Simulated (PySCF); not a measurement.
Run times: vanadium in aug-cc-pwCVQZ

Measured wall times of calculations with PySCF 2.14 in aug-cc-pwCVQZ (11s10p8d5f4g3h, 185 functions), with the non-relativistic Hamiltonian (point nucleus), run from one Python driver. Hardware: 2 threads of Neoverse-V2 on a shared host, 2.6 GiB allowed. The two-electron integrals over 185 functions were computed once and kept in memory (13 CPU seconds with the set-up); the times below exclude them. Kohn-Sham runs start from converged Hartree-Fock orbitals.

Launch command (the driver calls PySCF for each step listed in the task file):

```bash
OMP_NUM_THREADS=2 python atomrun2.py TASK.json OUT
```

```csv
species,step,iterations,wall time (s)
V [Ar] 3d3 4s2,UHF with spin-orbit constants,7,13
V [Ar] 3d3 4s2,LDA,6,2.4
V [Ar] 3d3 4s2,PBE,6,2.9
V [Ar] 3d3 4s2,PBE0,6,6.6
V [Ar] 3d3 4s2,r2SCAN,8,10
V [Ar] 3d3 4s2,MP2 (5 electrons),,3.9
V [Ar] 3d3 4s2,MP2 (13 electrons),,5.4
V [Ar] 3d3 4s2,MP2 (23 electrons),,7.5
V⁺ [Ar] 3d4,UHF with spin-orbit constants,9,10
V⁺ [Ar] 3d4,LDA,8,3
V⁺ [Ar] 3d4,PBE,9,4
V⁺ [Ar] 3d4,r2SCAN,9,11
V⁺ [Ar] 3d4,MP2 (4 electrons),,1.4
V⁺ [Ar] 3d4,MP2 (12 electrons),,5.2
V⁺ [Ar] 3d4,MP2 (22 electrons),,7.5
```

**Question.** Roughly how long does PBE0 take for V⁺ [Ar] 3d4 here?

**Answer.** About 16 s.

Peak memory of the process: 1.9 GiB. Times on a shared host vary from run to run.
